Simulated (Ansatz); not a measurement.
Consider the formal exchange of groups at the Si–C bond: `C=C([SiH3])SC` + `BC[SiH2]F` → `BC([SiH3])[SiH2]F` + `C=CSC`.

Isolated molecules relaxed with PBE0-D4/def2-TZVP in Ansatz; ΔE leaves out vibrations. CCSD(T)/CBS is the MP2 limit (def2-TZVPP, def2-QZVPP) plus CCSD(T) − MP2 in def2-TZVPP, frozen cores. Functionals use def2-TZVPP. B3LYP here is the variant with VWN-RPA as its local correlation; programs differ in this. Each species was taken in one conformer, which may not be the lowest.

`C=C([SiH3])SC`:

Z-matrix (Å, degrees):
```
Si
C 1 1.870
H 1 1.487 2 110.8
H 1 1.485 2 107.8 3 -120.4
H 1 1.487 2 111.4 3 120.0
S 2 1.754 1 121.3 3 -51.3
C 2 1.337 1 119.3 3 123.1
C 6 1.798 2 103.4 1 -28.0
H 7 1.084 2 120.9 1 -0.4
H 7 1.087 2 122.2 1 -179.4
H 8 1.091 6 105.6 2 178.8
H 8 1.090 6 111.7 2 -63.0
H 8 1.091 6 111.9 2 61.2
```

`BC[SiH2]F`:

```xyz
10

B    -1.057   -1.180   -0.006
C     0.105   -0.401   -0.642
Si    0.627    1.041    0.428
F     1.828    1.794   -0.318
H    -2.193   -0.867   -0.222
H    -0.846   -2.079    0.757
H    -0.154    0.069   -1.598
H     1.024   -0.990   -0.744
H     1.137    0.591    1.745
H    -0.470    2.022    0.600
```

`BC([SiH3])[SiH2]F`:

```xyz
13

B    -0.341    0.786   -1.482
C     0.081   -0.344   -0.531
Si   -1.308   -0.687    0.705
Si    1.499    0.217    0.535
F     2.632    0.914   -0.358
H    -0.450    0.608   -2.659
H    -0.570    1.877   -1.039
H     0.329   -1.288   -1.028
H    -2.002    0.572    1.073
H    -0.743   -1.297    1.942
H    -2.280   -1.638    0.110
H     2.127   -0.941    1.213
H     1.026    1.221    1.519
```

`C=CSC`:

```xyz
10

C     0.590    1.845   -0.871
C    -0.028    0.814   -0.306
S     0.668   -0.179    0.946
C    -0.320   -1.671    0.766
H     0.071    2.469   -1.588
H     1.614    2.104   -0.629
H    -1.054    0.568   -0.570
H    -0.130   -2.162   -0.189
H    -0.027   -2.340    1.574
H    -1.384   -1.447    0.868
```

```tsv
level	ΔE (kcal/mol)	difference from CCSD(T)/CBS
PBE-D4	-3.8	0.0
r2SCAN-D4	-4.0	-0.2
PBE0-D4	-4.1	-0.3
B3LYP-D4	-3.0	0.8
ωB97X-V	-3.9	-0.1
ωB97M-V	-4.2	-0.4
B2PLYP	-3.4	0.4
PBE	-4.0	-0.2
r2SCAN	-4.0	-0.2
PBE0	-4.3	-0.5
B3LYP	-3.3	0.5
HF/def2-TZVPP	-3.3	0.5
MP2/def2-TZVPP	-3.7	0.1
SCS-MP2/def2-TZVPP	-3.5	0.3
CCSD/def2-TZVPP	-3.9	-0.1
CCSD(T)/def2-TZVPP	-3.8	0.0
HF/def2-QZVPP	-3.3	0.5
MP2/def2-QZVPP	-3.7	0.1
SCS-MP2/def2-QZVPP	-3.5	0.3
HF/CBS(def2)	-3.3	0.5
MP2/CBS(def2)	-3.6	0.2
CCSD/CBS(def2)	-3.9	-0.1
CCSD(T)/CBS	-3.8	0
```

Largest T1 diagnostic among the species: 0.012.
